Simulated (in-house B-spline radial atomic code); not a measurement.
# Ionising Sc⁶⁺ with different functionals

Computed with a B-spline radial code for spherical atoms: four-component Dirac-Coulomb Hamiltonian, Fermi nucleus of rms radius 3.5459 fm, spin-restricted, spherical fractional occupations for the functionals. The ionisation energy is the difference of two self-consistent energies, [Ne] 3s2 3p3 → [Ne] 3s2 3p2, without Breit or QED terms; ε is the level of the shell that loses the electron (mean over j). The electron is taken from both j subshells in proportion to 2j + 1, so the result is a j average, not the step between ground levels.

Hybrids are left out here: with spherical fractional occupations of an open shell their exact exchange keeps a self-interaction that integer-occupation calculations don't have.

```
           method  rung  ΔSCF (eV)  -ε(3p) (eV)
         LDA VWN5   LDA     134.85       124.07
 relativistic LDA   LDA     134.82       124.04
         LDA PW92   LDA     134.84       124.06
LDA exchange-only   LDA     132.99       122.21
              PBE   GGA     134.76       124.00
           PBEsol   GGA          ?            ?
             BLYP   GGA     134.67       123.89
             RPBE   GGA     134.72       123.97
             PW91   GGA     134.90       124.13
             BP86   GGA     134.88       124.11
             AM05   GGA     134.66       123.89
             OLYP   GGA          ?            ?
```

Problem. What does PBEsol give?

Solution. ΔSCF 134.67 eV, and -ε(3p) = 123.90 eV.

Problem. What does OLYP give?

Solution. ΔSCF 134.99 eV, and -ε(3p) = 124.26 eV.

Problem. How do they compare with the NIST value?

Solution. NIST lists 138.0 eV ± 0.25 (semi-empirical, ground level to ground level). Errors run from -5.00 to -3.00 eV. The correlated functionals all miss on the same side by more than they spread, so the cause is common to them (Breit-QED terms, spin polarisation, the choice among j levels, multiplet and fine-structure energies, or a listed next ion that isn't the cheapest removal here) and closeness doesn't rank the functionals.
